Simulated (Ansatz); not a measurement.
Ansatz (a first-principles code) input (B3LYP/6-31G*):

Ansatz 0.2 input:
```yaml
crystal:
  periodic: [false, false, false]
  atoms:
    - {symbol: C, position_ang: [0.58540285, -0.78498384, 0.41317093]}
    - {symbol: C, position_ang: [-0.80518715, -0.40824810, 0.65152807]}
    - {symbol: Cl, position_ang: [-1.66315755, 0.16488499, -0.91514885]}
    - {symbol: Cl, position_ang: [1.82542676, 0.40766247, 0.40400802]}
    - {symbol: H, position_ang: [0.86267198, -1.73434688, -0.02889479]}
    - {symbol: H, position_ang: [-0.90962454, 0.42506751, 1.34560610]}
    - {symbol: H, position_ang: [-1.39291831, -1.26463569, 0.98448869]}
basis:
  gaussian:
    orbitals: 6-31G*
hamiltonian:
  xc: {name: B3LYP}
magnetization: {spin_polarized: true, initial_magnetization: 1}
phonons: {temperatures: {t_min: 298.15, t_max: 298.15, t_step: 100}}
```

Output:

```
Functional definition: B3LYP
integrals: 0.02 GiB planned
811 factors; integrals over basis functions are off by at most 3.4e-4 eV
mean field: 0.41 GiB planned
mean field evaluation 1: about -27164.3614 eV, gradient 2.1e1 eV
mean field evaluation 2: about -27163.0433 eV, gradient 2.6e1 eV
mean field evaluation 4: about -27166.6237 eV, gradient 1.1e0 eV
mean field evaluation 8: about -27166.6453 eV, gradient 6.6e-2 eV
mean field evaluation 16: about -27166.6453 eV, gradient 4.5e-5 eV
mean field -27166.64528087 eV, -998.3557998585 hartree, gradient 4.5e-5 eV, S^2 0.755045; 0 other end points of the search recorded, 0 dependent functions left out
the calculation of the forces begins
reference -27166.64547794 eV, -998.3558071005 hartree; 25, 24 occupied and 49, 50 virtual orbitals, 811 factors
these checks for a lower state are left out or cut short: stability, starts, cluster_reference, orbital_swaps, neighbouring_geometries, increment
integrals: 0.02 GiB planned
811 factors; integrals over basis functions are off by at most 3.4e-4 eV
mean field: 0.41 GiB planned
mean field -27166.64514244 eV, -998.3557947714 hartree, gradient 1.1e-6 eV, S^2 0.755027; 0 other end points of the search recorded, 0 dependent functions left out
the calculation of the forces begins
reference -27166.64533950 eV, -998.3558020131 hartree; 25, 24 occupied and 49, 50 virtual orbitals, 811 factors
these checks for a lower state are left out or cut short: stability, starts, cluster_reference, orbital_swaps, neighbouring_geometries, increment
integrals: 0.02 GiB planned
811 factors; integrals over basis functions are off by at most 3.4e-4 eV
mean field: 0.41 GiB planned
mean field -27166.64513772 eV, -998.3557945977 hartree, gradient 1.1e-6 eV, S^2 0.755063; 0 other end points of the search recorded, 0 dependent functions left out
the calculation of the forces begins
reference -27166.64533479 eV, -998.3558018401 hartree; 25, 24 occupied and 49, 50 virtual orbitals, 811 factors
these checks for a lower state are left out or cut short: stability, starts, cluster_reference, orbital_swaps, neighbouring_geometries, increment
integrals: 0.02 GiB planned
811 factors; integrals over basis functions are off by at most 3.5e-4 eV
mean field: 0.41 GiB planned
mean field evaluation 32: about -27166.6451 eV, gradient 6.9e-5 eV
mean field -27166.64512417 eV, -998.3557940997 hartree, gradient 2.6e-6 eV, S^2 0.755048; 0 other end points of the search recorded, 0 dependent functions left out
the calculation of the forces begins
reference -27166.64532122 eV, -998.3558013412 hartree; 25, 24 occupied and 49, 50 virtual orbitals, 811 factors
these checks for a lower state are left out or cut short: stability, starts, cluster_reference, orbital_swaps, neighbouring_geometries, increment
integrals: 0.02 GiB planned
811 factors; integrals over basis functions are off by at most 3.4e-4 eV
mean field: 0.41 GiB planned
mean field -27166.64513176 eV, -998.3557943788 hartree, gradient 1.8e-6 eV, S^2 0.755042; 0 other end points of the search recorded, 0 dependent functions left out
the calculation of the forces begins
reference -27166.64532884 eV, -998.3558016214 hartree; 25, 24 occupied and 49, 50 virtual orbitals, 811 factors
these checks for a lower state are left out or cut short: stability, starts, cluster_reference, orbital_swaps, neighbouring_geometries, increment
integrals: 0.02 GiB planned
811 factors; integrals over basis functions are off by at most 3.4e-4 eV
mean field: 0.41 GiB planned
mean field -27166.64524111 eV, -998.3557983973 hartree, gradient 1.7e-6 eV, S^2 0.755041; 0 other end points of the search recorded, 0 dependent functions left out
the calculation of the forces begins
reference -27166.64543818 eV, -998.3558056393 hartree; 25, 24 occupied and 49, 50 virtual orbitals, 811 factors
these checks for a lower state are left out or cut short: stability, starts, cluster_reference, orbital_swaps, neighbouring_geometries, increment
integrals: 0.02 GiB planned
811 factors; integrals over basis functions are off by at most 3.4e-4 eV
mean field: 0.41 GiB planned
mean field -27166.64523577 eV, -998.3557982009 hartree, gradient 2.1e-6 eV, S^2 0.755048; 0 other end points of the search recorded, 0 dependent functions left out
the calculation of the forces begins
reference -27166.64543283 eV, -998.3558054429 hartree; 25, 24 occupied and 49, 50 virtual orbitals, 811 factors
these checks for a lower state are left out or cut short: stability, starts, cluster_reference, orbital_swaps, neighbouring_geometries, increment
integrals: 0.02 GiB planned
811 factors; integrals over basis functions are off by at most 3.4e-4 eV
mean field: 0.41 GiB planned
mean field -27166.64514388 eV, -998.3557948240 hartree, gradient 1.2e-6 eV, S^2 0.755063; 0 other end points of the search recorded, 0 dependent functions left out
[...]
mean field evaluation 192: about -27166.6323 eV, gradient 6.8e-2 eV
mean field -27166.64525972 eV, -998.3557990811 hartree, gradient 1.7e-6 eV, S^2 0.755046; 0 other end points of the search recorded, 0 dependent functions left out
the calculation of the forces begins
reference -27166.64545679 eV, -998.3558063234 hartree; 25, 24 occupied and 49, 50 virtual orbitals, 811 factors
these checks for a lower state are left out or cut short: stability, starts, cluster_reference, orbital_swaps, neighbouring_geometries, increment
integrals: 0.02 GiB planned
811 factors; integrals over basis functions are off by at most 3.4e-4 eV
mean field: 0.41 GiB planned
mean field -27166.64526509 eV, -998.3557992784 hartree, gradient 1.2e-6 eV, S^2 0.755044; 0 other end points of the search recorded, 0 dependent functions left out
the calculation of the forces begins
reference -27166.64546214 eV, -998.3558065200 hartree; 25, 24 occupied and 49, 50 virtual orbitals, 811 factors
these checks for a lower state are left out or cut short: stability, starts, cluster_reference, orbital_swaps, neighbouring_geometries, increment
integrals: 0.02 GiB planned
811 factors; integrals over basis functions are off by at most 3.4e-4 eV
mean field: 0.41 GiB planned
mean field -27166.64526158 eV, -998.3557991496 hartree, gradient 9.9e-7 eV, S^2 0.755045; 0 other end points of the search recorded, 0 dependent functions left out
the calculation of the forces begins
reference -27166.64545866 eV, -998.3558063921 hartree; 25, 24 occupied and 49, 50 virtual orbitals, 811 factors
these checks for a lower state are left out or cut short: stability, starts, cluster_reference, orbital_swaps, neighbouring_geometries, increment
integrals: 0.02 GiB planned
811 factors; integrals over basis functions are off by at most 3.4e-4 eV
mean field: 0.41 GiB planned
mean field -27166.64520730 eV, -998.3557971548 hartree, gradient 2.3e-6 eV, S^2 0.755046; 0 other end points of the search recorded, 0 dependent functions left out
the calculation of the forces begins
reference -27166.64540438 eV, -998.3558043973 hartree; 25, 24 occupied and 49, 50 virtual orbitals, 811 factors
these checks for a lower state are left out or cut short: stability, starts, cluster_reference, orbital_swaps, neighbouring_geometries, increment
integrals: 0.02 GiB planned
811 factors; integrals over basis functions are off by at most 3.4e-4 eV
mean field: 0.41 GiB planned
mean field -27166.64521302 eV, -998.3557973650 hartree, gradient 2.6e-6 eV, S^2 0.755044; 0 other end points of the search recorded, 0 dependent functions left out
the calculation of the forces begins
reference -27166.64541007 eV, -998.3558046066 hartree; 25, 24 occupied and 49, 50 virtual orbitals, 811 factors
these checks for a lower state are left out or cut short: stability, starts, cluster_reference, orbital_swaps, neighbouring_geometries, increment
integrals: 0.02 GiB planned
811 factors; integrals over basis functions are off by at most 3.4e-4 eV
mean field: 0.41 GiB planned
mean field evaluation 224: about -27166.6452 eV, gradient 1.4e-5 eV
mean field -27166.64522902 eV, -998.3557979531 hartree, gradient 2.5e-6 eV, S^2 0.755043; 0 other end points of the search recorded, 0 dependent functions left out
the calculation of the forces begins
reference -27166.64542609 eV, -998.3558051952 hartree; 25, 24 occupied and 49, 50 virtual orbitals, 811 factors
these checks for a lower state are left out or cut short: stability, starts, cluster_reference, orbital_swaps, neighbouring_geometries, increment
integrals: 0.02 GiB planned
811 factors; integrals over basis functions are off by at most 3.4e-4 eV
mean field: 0.41 GiB planned
mean field -27166.64523090 eV, -998.3557980221 hartree, gradient 2.4e-6 eV, S^2 0.755047; 0 other end points of the search recorded, 0 dependent functions left out
the calculation of the forces begins
reference -27166.64542796 eV, -998.3558052641 hartree; 25, 24 occupied and 49, 50 virtual orbitals, 811 factors
these checks for a lower state are left out or cut short: stability, starts, cluster_reference, orbital_swaps, neighbouring_geometries, increment
integrals: 0.02 GiB planned
811 factors; integrals over basis functions are off by at most 3.4e-4 eV
mean field: 0.41 GiB planned
mean field -27166.64523363 eV, -998.3557981222 hartree, gradient 2.0e-6 eV, S^2 0.755044; 0 other end points of the search recorded, 0 dependent functions left out
the calculation of the forces begins
reference -27166.64543069 eV, -998.3558053642 hartree; 25, 24 occupied and 49, 50 virtual orbitals, 811 factors
these checks for a lower state are left out or cut short: stability, starts, cluster_reference, orbital_swaps, neighbouring_geometries, increment
integrals: 0.02 GiB planned
811 factors; integrals over basis functions are off by at most 3.4e-4 eV
mean field: 0.41 GiB planned
mean field -27166.64524062 eV, -998.3557983793 hartree, gradient 2.0e-6 eV, S^2 0.755046; 0 other end points of the search recorded, 0 dependent functions left out
the calculation of the forces begins
reference -27166.64543769 eV, -998.3558056214 hartree; 25, 24 occupied and 49, 50 virtual orbitals, 811 factors
these checks for a lower state are left out or cut short: stability, starts, cluster_reference, orbital_swaps, neighbouring_geometries, increment
integrals: 0.02 GiB planned
811 factors; integrals over basis functions are off by at most 3.4e-4 eV
mean field: 0.41 GiB planned
mean field -27166.64521181 eV, -998.3557973204 hartree, gradient 2.5e-6 eV, S^2 0.755045; 0 other end points of the search recorded, 0 dependent functions left out
the calculation of the forces begins
reference -27166.64540886 eV, -998.3558045619 hartree; 25, 24 occupied and 49, 50 virtual orbitals, 811 factors
these checks for a lower state are left out or cut short: stability, starts, cluster_reference, orbital_swaps, neighbouring_geometries, increment
integrals: 0.02 GiB planned
811 factors; integrals over basis functions are off by at most 3.4e-4 eV
mean field: 0.41 GiB planned
mean field evaluation 256: about -27166.6452 eV, gradient 2.3e-6 eV
mean field -27166.64520692 eV, -998.3557971410 hartree, gradient 2.3e-6 eV, S^2 0.755045; 0 other end points of the search recorded, 0 dependent functions left out
the calculation of the forces begins
reference -27166.64540400 eV, -998.3558043835 hartree; 25, 24 occupied and 49, 50 virtual orbitals, 811 factors
these checks for a lower state are left out or cut short: stability, starts, cluster_reference, orbital_swaps, neighbouring_geometries, increment
integrals: 0.02 GiB planned
811 factors; integrals over basis functions are off by at most 3.4e-4 eV
mean field: 0.41 GiB planned
mean field -27166.64525643 eV, -998.3557989604 hartree, gradient 1.9e-6 eV, S^2 0.755043; 0 other end points of the search recorded, 0 dependent functions left out
the calculation of the forces begins
reference -27166.64545350 eV, -998.3558062025 hartree; 25, 24 occupied and 49, 50 virtual orbitals, 811 factors
these checks for a lower state are left out or cut short: stability, starts, cluster_reference, orbital_swaps, neighbouring_geometries, increment
integrals: 0.02 GiB planned
811 factors; integrals over basis functions are off by at most 3.4e-4 eV
mean field: 0.41 GiB planned
mean field -27166.64526039 eV, -998.3557991058 hartree, gradient 1.7e-6 eV, S^2 0.755047; 0 other end points of the search recorded, 0 dependent functions left out
the calculation of the forces begins
reference -27166.64545746 eV, -998.3558063478 hartree; 25, 24 occupied and 49, 50 virtual orbitals, 811 factors
Total energy: -27166.64547794 eV, -998.3558071005 hartree
Atom 0 at     0.585403    -0.784984     0.413171 Å, force     0.000828    -0.001628     0.001098 eV/Å
Atom 1 at    -0.805187    -0.408248     0.651528 Å, force    -0.000084    -0.000540     0.001567 eV/Å
Atom 2 at    -1.663158     0.164885    -0.915149 Å, force    -0.001626     0.000360    -0.001137 eV/Å
Atom 3 at     1.825427     0.407662     0.404008 Å, force     0.001048     0.000489    -0.000707 eV/Å
Atom 4 at     0.862672    -1.734347    -0.028895 Å, force     0.000526     0.001479     0.000366 eV/Å
Atom 5 at    -0.909625     0.425068     1.345606 Å, force     0.000696    -0.001221    -0.000406 eV/Å
Atom 6 at    -1.392918    -1.264636     0.984489 Å, force    -0.001388     0.001061    -0.000781 eV/Å
Dipole moment:     0.078069    -0.295932     0.342266 e Å
Vibrations: 88.08 270.55 386.01 508.59 568.39 732.56 961.01 1126.02 1193.93 1261.51 1353.90 1496.56 3122.32 3191.47 3244.74 cm⁻¹, zero-point energy 1.209196 eV
```

The blocks after the first are displaced geometries, from whose forces the wavenumbers follow.
